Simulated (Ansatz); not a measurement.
Ansatz (a first-principles code) input (B3LYP-D3(BJ)/def2-TZVP):

Ansatz 0.2 input:
```yaml
crystal:
  periodic: [false, false, false]
  atoms:
    - {symbol: Mo, position_ang: [0.15350287, -0.12639144, 0.15665129]}
    - {symbol: O, position_ang: [0.68955352, 0.55478088, -1.30182440]}
    - {symbol: O, position_ang: [-1.49544359, 0.10877417, 0.47940514]}
basis:
  gaussian:
    orbitals: def2-TZVP
hamiltonian:
  xc: b3lyp
  dispersion: d3bj
magnetization: {spin_polarized: true, initial_magnetization: 2}
phonons: {temperatures: {t_min: 298.15, t_max: 298.15, t_step: 100}}
```

Output:

```
Functional definition: B3LYP
integrals: 0.03 GiB planned
673 factors; their error is unknown
mean field: 0.35 GiB planned
mean field evaluation 1: about -5936.5325 eV, gradient 6.8e1 eV
mean field evaluation 2: about -5647.9495 eV, gradient 2.4e2 eV
mean field evaluation 4: about -5951.9059 eV, gradient 1.2e1 eV
mean field evaluation 8: about -5952.5184 eV, gradient 1.4e-1 eV
mean field evaluation 16: about -5952.5896 eV, gradient 1.7e-3 eV
mean field evaluation 32: about -5952.5896 eV, gradient 1.6e-5 eV
mean field -5952.58961899 eV, -218.7536336879 hartree, gradient 1.6e-5 eV, S^2 2.008573; 1 other end points of the search recorded, 0 dependent functions left out
the calculation of the forces begins
reference -5952.58984717 eV, -218.7536420733 hartree; 16, 14 occupied and 86, 88 virtual orbitals, 673 factors
these checks for a lower state are left out or cut short: stability, starts, cluster_reference, orbital_swaps, neighbouring_geometries, increment
integrals: 0.03 GiB planned
673 factors; their error is unknown
mean field: 0.35 GiB planned
mean field -5952.58950923 eV, -218.7536296542 hartree, gradient 1.4e-6 eV, S^2 2.008606; 0 other end points of the search recorded, 0 dependent functions left out
the calculation of the forces begins
reference -5952.58973743 eV, -218.7536380403 hartree; 16, 14 occupied and 86, 88 virtual orbitals, 673 factors
these checks for a lower state are left out or cut short: stability, starts, cluster_reference, orbital_swaps, neighbouring_geometries, increment
integrals: 0.03 GiB planned
673 factors; their error is unknown
mean field: 0.35 GiB planned
mean field -5952.58951103 eV, -218.7536297204 hartree, gradient 1.4e-6 eV, S^2 2.008540; 0 other end points of the search recorded, 0 dependent functions left out
the calculation of the forces begins
reference -5952.58973919 eV, -218.7536381051 hartree; 16, 14 occupied and 86, 88 virtual orbitals, 673 factors
these checks for a lower state are left out or cut short: stability, starts, cluster_reference, orbital_swaps, neighbouring_geometries, increment
integrals: 0.03 GiB planned
673 factors; their error is unknown
mean field: 0.35 GiB planned
mean field -5952.58948999 eV, -218.7536289471 hartree, gradient 1.0e-6 eV, S^2 2.008636; 0 other end points of the search recorded, 0 dependent functions left out
the calculation of the forces begins
reference -5952.58971821 eV, -218.7536373341 hartree; 16, 14 occupied and 86, 88 virtual orbitals, 673 factors
these checks for a lower state are left out or cut short: stability, starts, cluster_reference, orbital_swaps, neighbouring_geometries, increment
integrals: 0.03 GiB planned
673 factors; their error is unknown
mean field: 0.35 GiB planned
mean field evaluation 64: about -5952.5895 eV, gradient 1.1e-6 eV
mean field -5952.58946929 eV, -218.7536281862 hartree, gradient 1.1e-6 eV, S^2 2.008510; 0 other end points of the search recorded, 0 dependent functions left out
the calculation of the forces begins
reference -5952.58969742 eV, -218.7536365700 hartree; 16, 14 occupied and 86, 88 virtual orbitals, 673 factors
these checks for a lower state are left out or cut short: stability, starts, cluster_reference, orbital_swaps, neighbouring_geometries, increment
integrals: 0.03 GiB planned
673 factors; their error is unknown
mean field: 0.35 GiB planned
mean field -5952.58961880 eV, -218.7536336808 hartree, gradient 1.4e-6 eV, S^2 2.008596; 0 other end points of the search recorded, 0 dependent functions left out
the calculation of the forces begins
reference -5952.58984700 eV, -218.7536420670 hartree; 16, 14 occupied and 86, 88 virtual orbitals, 673 factors
these checks for a lower state are left out or cut short: stability, starts, cluster_reference, orbital_swaps, neighbouring_geometries, increment
integrals: 0.03 GiB planned
673 factors; their error is unknown
mean field: 0.35 GiB planned
mean field -5952.58959902 eV, -218.7536329539 hartree, gradient 1.4e-6 eV, S^2 2.008550; 0 other end points of the search recorded, 0 dependent functions left out
the calculation of the forces begins
reference -5952.58982718 eV, -218.7536413386 hartree; 16, 14 occupied and 86, 88 virtual orbitals, 673 factors
Total energy: -5952.68031503 eV, -218.7569667059 hartree
Atom 0 at     0.153503    -0.126391     0.156651 Å, force    -0.000876     0.000722    -0.000894 eV/Å
Atom 1 at     0.689554     0.554781    -1.301824 Å, force     0.000741    -0.000299     0.000200 eV/Å
Atom 2 at    -1.495444     0.108774     0.479405 Å, force     0.000135    -0.000423     0.000694 eV/Å
Dipole moment:     0.568875    -0.468401     0.580543 e Å
Vibrations: 307.95 956.34 1011.17 cm⁻¹, zero-point energy 0.141060 eV
```

The spin state was set by rule; other spins were not relaxed.
